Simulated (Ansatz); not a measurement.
This geometry of Cl4H2NTa + ClH (10 atoms, charge 0, multiplicity 1) is a first-order saddle point.

The calculation used RKS PBE/def2-SVP (Ansatz 0.2.0).

```xyz
10
Properties=species:S:1:pos:R:3
Ta 0.049 -0.002 0.091
N 2.091 0.118 0.203
H 2.579 0.474 1.033
H 2.691 0.155 -0.629
Cl 0.194 0.272 2.413
Cl 0.495 -0.597 -2.130
Cl -0.820 2.063 -0.361
Cl -1.765 -1.451 0.248
Cl 1.542 -2.824 0.734
H 2.112 -1.609 0.537
```

(1) Which two structures does it join? (They come from a converged band through this point; their orientation in space is the band's.)

(2) How far does it lie above each of them?

## Answers

(1) Bonds broken: Cl9–H10. Bonds formed: Ta1–Cl9, N2–H10. Cl4H2NTa + ClH becomes Cl5H3NTa.

Image 0:

```xyz
10
Properties=species:S:1:pos:R:3
Ta -0.052 0.254 0.026
N 1.929 0.011 0.220
H 2.435 0.273 1.074
H 2.558 -0.050 -0.588
Cl 0.028 0.682 2.331
Cl 0.367 -0.202 -2.235
Cl -0.966 2.322 -0.442
Cl -1.471 -1.546 0.270
Cl 2.224 -3.216 0.872
H 2.118 -1.928 0.612
```

Image 8:

```xyz
10
Properties=species:S:1:pos:R:3
Ta -0.018 -0.592 0.197
N 2.273 0.033 0.236
H 2.470 0.689 1.005
H 2.563 0.479 -0.646
Cl 0.146 -0.040 2.488
Cl 0.485 -0.970 -2.080
Cl -0.268 1.704 -0.289
Cl -2.239 -1.190 0.155
Cl 0.889 -2.717 0.698
H 2.868 -0.796 0.377
```

(2) 1.9 kcal/mol above the first and 35.1 kcal/mol above the second. This is the barrier of this one path; another mechanism may lie lower. The orbitals stay closed-shell, which can raise the energy where a bond breaks towards radicals; this wasn't checked here.

The run took 4.8 min on 4 threads of Arm Neoverse V2, on a shared host, peak memory 0.26 GiB.
